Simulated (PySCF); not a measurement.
GeF₄, SMILES [F][Ge]([F])([F])[F]. Atoms are numbered in the order given.

```xyz
5

F      0.9855     0.9855    -0.9855
Ge     0.0000     0.0000     0.0000
F     -0.9855     0.9855     0.9855
F     -0.9855    -0.9855    -0.9855
F      0.9855    -0.9855     0.9855
```
Charge 0, spin multiplicity 1.

Geometry: TPSSh-D3(BJ)/def2-SVP. The isomer is the one that the SMILES or the coordinates give; other isomers of the formula were not compared.

Two levels are set side by side: PBE/pcSseg-1 (PySCF) and PBE0/pcSseg-1 (PySCF). GIAO shifts against CFCl3 (¹⁹F), GeH4 (⁷³Ge) at the same level; non-relativistic, no solvent, atoms listed together averaged. Differences are taken from unrounded values.

```
quantity                          PBE0     PBE  PBE minus PBE0
------------------------------  ------  ------  --------------
δ(¹⁹F) of F1, F3, F4, F5 (ppm)  -165.3  -170.8            -5.5
δ(⁷³Ge) of Ge2 (ppm)             187.6   215.5            27.8
```

Rough cost on one machine, each run with all the roots and properties that it gave: PBE0 against PBE within a factor of 2.
